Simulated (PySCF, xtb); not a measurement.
MgHF, SMILES [F][MgH].

GFN2-xTB in xtb at its own geometry gives an orbital gap of 4.08 eV and a dipole moment of 3.09 D.

The structure is a stationary point at r2SCAN-D4/def2-TZVPD.

Problem. What does B3LYP/def2-TZVPD run with PySCF give? (An estimate is asked for; the answer gives what the named calculation found.)

Solution. gap 6.85 eV (levels -8.14 and -1.29 eV), dipole 1.51 D.
